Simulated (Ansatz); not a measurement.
A search over several starts for the lowest SCF solution of CuCl2, that is [CuCl2]- with one electron fewer at the given spin, in a small basis.

```yaml
crystal:
  periodic: [false, false, false]
  atoms:
    - {symbol: Cu, position_ang: [0.000014, 0.000008, -0.000001]}
    - {symbol: Cl, position_ang: [-0.016089, -0.020383, 2.157240]}
    - {symbol: Cl, position_ang: [0.016075, 0.020375, -2.157249]}
basis:
  gaussian: {orbitals: def2-SVP}
magnetization: {spin_polarized: true, initial_magnetization: 1}
hamiltonian: {xc: pbe0, dispersion: d4}
output: {orbitals: {seedname: orbitals}}
```

```sh
$ ansatz run in.yaml --threads 4 --pin off --events-out ev --progress --plain --max-ram 3916MiB
```

It prints (some lines left out):

```
Functional definition: PBE0
670 factors; integrals over basis functions are off by at most 8.0e-4 eV
mean field evaluation 1: about -69655.9387 eV, gradient 2.6e1 eV
mean field evaluation 2: about -69627.7838 eV, gradient 1.1e2 eV
mean field evaluation 4: about -69658.1317 eV, gradient 7.4e0 eV
mean field evaluation 8: about -69658.3905 eV, gradient 4.1e-1 eV
mean field evaluation 16: about -69658.3918 eV, gradient 7.6e-5 eV
mean field evaluation 32: about -69658.1166 eV, gradient 6.5e0 eV
mean field -69658.39179924 eV, -2559.8986824681 hartree, gradient 3.0e-6 eV, S^2 0.753598; 3 other end points of the search recorded, 0 dependent functions left out
reference -69658.39185147 eV, -2559.8986843877 hartree; 32, 31 occupied and 35, 36 virtual orbitals, 670 factors
Total energy: -69658.45124839 eV, -2559.9008671841 hartree
```

Run time 12 s (4 threads of Arm Neoverse V2 on a shared host).
